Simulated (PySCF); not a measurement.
Compound: C₃H₆F₂Si.
Z-matrix (Å and degrees, PBE0-D3(BJ)/def2-SVP geometry), rows numbered from 1:
```
F 
C   1  1.3875
C   2  1.5337  1  109.77
C   3  1.5390  2   99.70  1   -83.32
F   4  1.3677  3  115.10  2  -151.20
Si  4  1.9209  3   87.29  2   -26.73
H   2  1.0998  1  108.63  3   127.21
H   3  1.1029  2  114.27  1    41.78
H   3  1.1035  2  109.15  1   163.10
H   4  1.1040  3  110.29  2    85.08
H   6  1.4920  2  119.59  1   -30.02
H   6  1.4924  2  112.58  1  -163.57
```

Method: PySCF 2.14.0, PBE0-D3(BJ)/def2-SVP geometry optimisation, gas phase.

Masses are those of the commonest isotopes; rigid-rotor values at the optimised geometry. The values belong to one conformer with, in the numbering `[F:1][C@@H:2]1[CH2:3][C@@H:4]([F:5])[SiH2:6]1`, F1–C2–C3–C4 -83°, C2–C3–C4–F5 -151°, C3–C4–Si6–C2 21°, F1–C2–Si6–C4 89°.

(1) What are A, B and C (MHz)?

(2) What kind of rotor is it?

(3) Is it planar, by Δ = Ic − Ia − Ib?

(4) Give the other two planar moments, Paa and Pbb, and the rms extents of the mass along the axes.

(5) List the rotational levels J(Ka,Kc) to J = 2 (K).

(6) Predict some low-J microwave lines.

(7) Estimate the classical rotational partition function at 200 K, 298.15 K and 500 K.

## Answers

(1) Ia = 109.88, Ib = 232.69, Ic = 291.76 u·Å²; 505379 MHz·u·Å²/I gives A = 4599, B = 2172, C = 1732 MHz.

(2) An asymmetric top; Ray's κ = -0.693.

(3) Not planar: Δ = Ic − Ia − Ib = -50.81 u·Å². For a rigid frame Δ = −2 Σ m c², so Σ m c² = 25.41 u·Å² lies off the ab plane: 9.45 from hydrogen and 15.95 from heavier atoms. The atom farthest from that plane is 1.61 Å away.

(4) Paa = Σ m a² = (Ib + Ic − Ia)/2 = 207.28 and Pbb = Σ m b² = (Ia + Ic − Ib)/2 = 84.47 u·Å². With the mass M = 108.02 u, the rms extents √(P/M) along a, b and c are 1.39, 0.88, 0.48 Å.

(5) Above 0(0,0), as E/k:
J = 1: 1(0,1) 0.187, 1(1,1) 0.304, 1(1,0) 0.325
J = 2: 2(0,2) 0.559, 2(1,2) 0.657, 2(1,1) 0.721, 2(2,1) 1.070, 2(2,0) 1.073

(6) The dipole components are |μa| = 0.53 D, |μb| = 0.45 D, |μc| = 0.94 D. The squared components, which scale the intensities, stand as 0.32 : 0.23 : 1.00 (a : b : c). Some of the stronger lines:

```
type  branch         J(Ka,Kc)    MHz  lower level (cm⁻¹)
   a       Q  1(1,0) ← 1(1,1)    440               0.211
   c       Q  1(1,1) ← 1(0,1)   2427               0.130
   b       Q  1(1,0) ← 1(0,1)   2867               0.130
   a       R  1(0,1) ← 0(0,0)   3904               0.000
   b       R  2(0,2) ← 1(1,1)   5326               0.211
   b       R  1(1,1) ← 0(0,0)   6332               0.000
   c       R  1(1,0) ← 0(0,0)   6771               0.000
   a       R  2(1,2) ← 1(1,1)   7368               0.211
   a       R  2(0,2) ← 1(0,1)   7754               0.130
   b       Q  2(2,1) ← 2(1,2)   8602               0.457
   c       R  2(2,0) ← 1(1,0)  15585               0.226
   c       R  2(2,1) ← 1(1,1)  15970               0.211
   b       R  2(2,0) ← 1(1,1)  16025               0.211
```

(7) Point group C1, symmetry number σ = 1; q = (√π/σ)·√((kT/h)³/(ABC)), k/h = 20836.6 MHz/K: 115000 at 200 K, 209000 at 298.15 K, 453000 at 500 K.

PBE0-D3(BJ)/def2-SVP frequencies: not computed here. Zero-point vibration and centrifugal distortion are left out.
